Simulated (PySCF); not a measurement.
**Deuteron quadrupole couplings in `CC[C@@H]1CCC(=O)C=C1[O-]`**

C₈H₁₁O₂ (charge -1).
Atom-mapped SMILES: `[CH3:1][CH2:2][C@@H:3]1[CH2:4][CH2:5][C:6](=[O:7])[CH:8]=[C:9]1[O-:10]` (hydrogens: H11, H12, H13 on C1; H14, H15 on C2; H16 on C3; H17, H18 on C4; H19, H20 on C5; H21 on C8)

Structure used (GFN2-xTB), in Å, numbered top down from 1:
```
atom  x, y, z in Å
C1    -2.6111    0.4745    0.1807
C2    -1.3330   -0.2479    0.5899
C3    -0.3416   -0.3277   -0.5799
C4     0.7789   -1.3295   -0.3250
C5     1.6689   -0.8763    0.8205
C6     2.1967    0.5513    0.6135
O7     3.2525    0.8741    1.1909
C8     1.4410    1.3950   -0.2064
C9     0.2403    1.0744   -0.8444
O10   -0.4015    1.8469   -1.5844
H11   -3.1829   -0.1280   -0.5245
H12   -2.3503    1.4105   -0.3069
H13   -3.2396    0.6851    1.0462
H14   -0.8653    0.2933    1.4152
H15   -1.5741   -1.2593    0.9419
H16   -0.9015   -0.6320   -1.4748
H17    0.3591   -2.3226   -0.1116
H18    1.3851   -1.4131   -1.2326
H19    1.1149   -0.8987    1.7645
H20    2.5263   -1.5471    0.9359
H21    1.8285    2.3944   -0.3683
```

Level: PBE0/pcSseg-1 (PySCF, non-relativistic); Q(2H) = 0.00286 b; rigid geometry, the same for H and D, with no vibrational averaging.

Question: Rank these positions by the coupling χzz of a deuteron there, largest first.
A. H21 (hydrogen on carbon)
B. H14 (methylene hydrogen)
C. H13 (methyl hydrogen)
D. H16 (methine hydrogen)

Answer: A (225 kHz), C (213 kHz), B (204 kHz), D (198 kHz).

Question: Give the electric field gradient Vzz (the principal value of largest size), its asymmetry and the 2H coupling at each hydrogen.

Answer: 
```
atom  bonded to  bond length (Å)  Vzz (au)     η  χzz (kHz)
 H11         C1            1.090    0.3170  0.03        213
 H12         C1            1.087    0.3015  0.03        203
 H13         C1            1.090    0.3176  0.02        213
 H14         C2            1.092    0.3029  0.02        204
 H15         C2            1.098    0.3003  0.02        202
 H16         C3            1.099    0.2949  0.04        198
 H17         C4            1.099    0.2987  0.01        201
 H18         C4            1.095    0.3026  0.01        203
 H19         C5            1.095    0.3063  0.01        206
 H20         C5            1.095    0.3055  0.01        205
 H21         C8            1.084    0.3344  0.09        225
```

Question: How does χzz go with the bond length over the 11 C–H bonds?

Answer: A straight-line fit has a slope of -12.4 kHz for each 0.01 Å, with a correlation coefficient of -0.79, over lengths from 1.084 to 1.099 Å.

Isolated species at its GFN2-xTB geometry (one conformer only). The pcSseg-1 basis has no diffuse functions, a weakness for an anion. GFN2-xTB bond lengths can be off by several hundredths of an ångström, more for odd bonds, and the gradients follow them. The small basis limits the accuracy of the gradients.
